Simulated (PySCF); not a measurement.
C₈H₁₁F₃O.
Atom-mapped SMILES: `[F:1][C:2]([F:3])=[C:4]([F:5])[C@@H:6]1[CH2:7][CH2:8][CH2:9][CH2:10][CH2:11][O:12]1` (hydrogens: H13 on C6; H14, H15 on C7; H16, H17 on C8; H18, H19 on C9; H20, H21 on C10; H22, H23 on C11)

A GFN2-xTB structure was refined with PBE0-D3(BJ)/def2-SVP geometry optimisation, gas phase in PySCF 2.14.0. Its GFN2-xTB values:

```json
{"coordinate": "F1–C2", "GFN2-xTB": "1.327 Å"}
{"coordinate": "C2–F3", "GFN2-xTB": "1.321 Å"}
{"coordinate": "C4–C6", "GFN2-xTB": "1.509 Å"}
{"coordinate": "C6–C7", "GFN2-xTB": "1.540 Å"}
{"coordinate": "C6–O12", "GFN2-xTB": "1.411 Å"}
{"coordinate": "C6–H13", "GFN2-xTB": "1.099 Å"}
{"coordinate": "C7–H14", "GFN2-xTB": "1.092 Å"}
{"coordinate": "C7–H15", "GFN2-xTB": "1.092 Å"}
{"coordinate": "C8–H16", "GFN2-xTB": "1.093 Å"}
{"coordinate": "C8–H17", "GFN2-xTB": "1.092 Å"}
{"coordinate": "C9–H18", "GFN2-xTB": "1.091 Å"}
{"coordinate": "C9–H19", "GFN2-xTB": "1.092 Å"}
{"coordinate": "C10–C11", "GFN2-xTB": "1.537 Å"}
{"coordinate": "C10–H20", "GFN2-xTB": "1.091 Å"}
{"coordinate": "C10–H21", "GFN2-xTB": "1.092 Å"}
{"coordinate": "C11–H23", "GFN2-xTB": "1.092 Å"}
{"coordinate": "F1–C2–C4", "GFN2-xTB": "125.3°"}
{"coordinate": "C2–C4–F5", "GFN2-xTB": "118.7°"}
{"coordinate": "C2–C4–C6", "GFN2-xTB": "125.8°"}
{"coordinate": "F3–C2–C4", "GFN2-xTB": "124.2°"}
{"coordinate": "C4–C6–O12", "GFN2-xTB": "108.1°"}
{"coordinate": "F5–C4–C6", "GFN2-xTB": "115.5°"}
{"coordinate": "C7–C8–C9", "GFN2-xTB": "113.6°"}
{"coordinate": "C9–C10–C11", "GFN2-xTB": "113.2°"}
{"coordinate": "C2–C4–C6–C7", "GFN2-xTB": "79°"}
{"coordinate": "C6–C7–C8–C9", "GFN2-xTB": "54°"}
{"coordinate": "C7–C8–C9–C10", "GFN2-xTB": "-74°"}
{"coordinate": "C8–C9–C10–C11", "GFN2-xTB": "85°"}
```

Problem. How do these coordinates change at the PBE0-D3(BJ)/def2-SVP level?

Solution. 
| coordinate | PBE0-D3(BJ)/def2-SVP (Å or °) | change |
| --- | --- | --- |
| C2–F3 | 1.305 | -0.016 |
| F1–C2 | 1.313 | -0.014 |
| C6–O12 | 1.398 | -0.013 |
| C9–H18 | 1.104 | +0.013 |
| C8–H16 | 1.106 | +0.013 |
| C6–H13 | 1.111 | +0.012 |
| C10–H21 | 1.104 | +0.012 |
| C10–H20 | 1.102 | +0.011 |
| C6–C7 | 1.529 | -0.011 |
| C7–H15 | 1.103 | +0.011 |
| C4–C6 | 1.498 | -0.011 |
| C8–H17 | 1.102 | +0.010 |
| C9–H19 | 1.102 | +0.010 |
| C10–C11 | 1.527 | -0.010 |
| C7–H14 | 1.101 | +0.009 |
| C11–H23 | 1.101 | +0.009 |
| C2–C4–C6 | 129.5 | +3.7 |
| F1–C2–C4 | 122.3 | -3.0 |
| C7–C8–C9 | 116.1 | +2.5 |
| F5–C4–C6 | 113.2 | -2.3 |
| F3–C2–C4 | 126.2 | +2.0 |
| C2–C4–F5 | 117.3 | -1.4 |
| C4–C6–O12 | 109.5 | +1.4 |
| C9–C10–C11 | 114.5 | +1.3 |
| C2–C4–C6–C7 | 120 | +41 |
| C7–C8–C9–C10 | -68 | +6 |
| C6–C7–C8–C9 | 51 | -3 |
| C8–C9–C10–C11 | 82 | -3 |

The energy falls by 0.112 eV over 21 energy and gradient evaluations, the largest force component goes from 0.0184 to 2.0e-04 Eh/bohr, and the atoms move by 0.393 Å rms after alignment. The bond that changes most is C2–F3 (=CF2 carbon to vinyl fluorine), which shortens by 0.016 Å. Bonds longer at the end by more than 0.005 Å: 12 of 23; shorter: 8. Among the dihedrals that turn most is C2–C4–C6–C7, from 79° to 120°. Rotational constants go from 1713, 537.1, 514.9 to 1751, 565.4, 467.5 MHz.

The run used 223 basis functions and 144 SCF cycles in all. Rough CPU time on one thread of a shared machine: about 19 min.

Stationary, but not proved a minimum. One conformer, not necessarily the lowest.
